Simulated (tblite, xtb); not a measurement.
CHOS (SMILES [OH+]=C=S), charge +1, singlet, at a GFN2-xTB geometry. Base run: GFN1-xTB in xtb 6.7.1.

Input for xtb:
```
$ xtb mol.xyz --gfn 1 --chrg 1 --json

# file mol.xyz
4

O     -1.55944818    -0.23917576     0.38088567
C     -0.38452733    -0.02032705     0.12187927
S      1.05737168     0.10896489    -0.29674929
H     -2.13519739     0.29193014     0.96962766
```

Programs used: tblite, xtb; a row that names a program was run with it.

Variants of this job, named by their change:

```csv
change,ΔE vs base (kcal/mol),HOMO-LUMO gap (eV),SCF cycles
base,0.000,4.65,11
etemp = 1000,0.000,4.65,11
acc = 0.0001,0.000,4.65,14
program = tblite; method = gfn1; option = --spin-polarized,0.000,-,-
"program = tblite; method = gfn1; option = (--efield, 0,0,0.1)",(withheld),-,-
etemp = 5000,-0.261,4.65,11
"program = tblite; method = gfn1; option = (--guess, eeq)",0.000,-,-
etemp = 3000,-0.004,4.65,11
gbsa = thf,(withheld),(withheld),10
```

Question: Fill in the missing entries.

Answer: 
- program = tblite; method = gfn1; option = (--efield, 0,0,0.1), ΔE vs base (kcal/mol): -1.02
- gbsa = thf, ΔE vs base (kcal/mol): -64.3
- gbsa = thf, HOMO-LUMO gap (eV): 4.70

ALPB and GBSA are two models with their own fitted parameters for each solvent, which aren't always the measured dielectric constant.
